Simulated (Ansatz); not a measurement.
Species: C2F3, charge 1, multiplicity 1. SMILES of the parent species: F[C]=C(F)F
Structure (B3LYP-D3(BJ)/def2-TZVP (Ansatz, a program for electronic structure) minimum search):
```
C
F 1 1.2638
F 1 1.2638 2 117.30
C 1 1.4246 2 119.18 3 156.45
F 4 1.2298 1 129.59 2 102.00
```
Charge +1, spin multiplicity 1.

Q: Give the harmonic wavenumbers at B3LYP-D3(BJ)/def2-TZVP (Ansatz, finite differences of forces, unscaled).

A: 158, 296, 467, 480, 621, 815, 1373, 1474, 1679 cm⁻¹. Zero-point energy 10.5 kcal/mol.

Q: From these and the geometry, give the ideal-gas thermochemistry at 298.15 K and 1 atm (rigid rotor, harmonic oscillator).

A: Point group Cs, rotational symmetry number 1. Rotational constants 10.68, 3.778, 2.888 GHz. S(trans) 39.09, S(rot) 25.43, S(vib) 6.12, S(elec, spin only) 0.00, S 70.6 cal/(mol K). H(298) - H(0) 3.49 kcal/mol; G - E(el) -7.0 kcal/mol.
